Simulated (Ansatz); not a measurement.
Gas-phase electronic energies from Ansatz, PBE0-D4/def2-TZVP geometries. CCSD(T)/CBS is the MP2 limit (def2-TZVPP, def2-QZVPP) plus CCSD(T) − MP2 in def2-TZVPP, frozen cores. This one scheme is used for every species. DFT in def2-TZVPP. One conformer a species, not always the lowest.

`FB(F)N([SiH3])[SiH3]` + `CNBF` → `CNB(F)[SiH3]` + `FB(F)N[SiH3]`  (formal exchange of groups at the Si–N bond)

`FB(F)N([SiH3])[SiH3]`:

Cartesian coordinates in Å:
```
F 2.269 0.002 -1.398
B 1.418 -0.652 -0.621
F 1.731 -1.914 -0.327
N 0.234 -0.078 -0.113
Si -0.806 -1.068 0.902
Si -0.264 1.572 -0.437
H -1.960 -0.205 1.263
H -1.288 -2.259 0.162
H -0.097 -1.492 2.133
H -0.414 2.300 0.847
H -1.578 1.564 -1.129
H 0.755 2.231 -1.283
```

`CNBF`:

Cartesian coordinates in Å:
```
C 0.867 0.738 0.187
N 0.151 -0.444 -0.225
B -1.213 -0.659 -0.094
F -1.738 -1.814 -0.526
H 1.360 1.229 -0.657
H 0.164 1.447 0.625
H 1.627 0.509 0.940
H 0.718 -1.166 -0.645
H -1.935 0.161 0.396
```

`CNB(F)[SiH3]`:

```xyz
12

C     0.566   -0.682   -1.513
N    -0.725   -0.430   -0.919
B    -1.018    0.131    0.318
F    -2.325    0.254    0.631
Si    0.314    0.783    1.707
H     1.351   -0.362   -0.829
H     0.710   -1.747   -1.719
H     0.689   -0.132   -2.451
H    -1.511   -0.703   -1.493
H     1.738    0.634    1.292
H     0.133    0.029    2.978
H     0.078    2.225    1.999
```

`FB(F)N[SiH3]`:

Z-matrix (Å, degrees):
```
Si
N 1 1.745
H 1 1.483 2 110.8
H 1 1.484 2 111.1 3 121.2
H 1 1.484 2 106.3 3 -119.4
B 2 1.402 1 126.6 3 -58.5
H 2 1.008 1 117.4 3 121.6
F 6 1.330 2 120.4 1 0.0
F 6 1.328 2 122.2 1 180.0
```

Question: Is it downhill or uphill in electronic energy at CCSD(T)/CBS, and by how much? (An estimate is asked.)

Answer: Ansatz gave: Uphill: ΔE = +67.7 kJ/mol.

Question: What do these levels give: PBE-D4, ωB97X-V, ωB97M-V, B2PLYP, r2SCAN, PBE0, MP2/def2-TZVPP, SCS-MP2/def2-TZVPP, SCS-MP2/def2-QZVPP, HF/CBS(def2), MP2/CBS(def2), CCSD/CBS(def2)? (Best estimate.)

Answer: Ansatz gave: PBE-D4 47.9, ωB97X-V 63.2, ωB97M-V 68.2, B2PLYP 65.7, r2SCAN 60.1, PBE0 52.3, MP2/def2-TZVPP 75.4, SCS-MP2/def2-TZVPP 75.4, SCS-MP2/def2-QZVPP 76.2, HF/CBS(def2) 78.3, MP2/CBS(def2) 76.1, CCSD/CBS(def2) 68.7 kJ/mol.

Largest T1 diagnostic among the species: 0.013.

The D4 term adds +4.7 kJ/mol with B3LYP and +2.4 kJ/mol with PBE0; it sums over pairs of atoms, weighted by their polarisabilities, and B3LYP, whose exchange is more repulsive, gets the larger term. From PBE to PBE0 (25 % exact exchange), in def2-TZVPP and without D4, ΔE moves by +7.3 kJ/mol.

B3LYP here is the variant with VWN-RPA as its local correlation; programs differ in this.
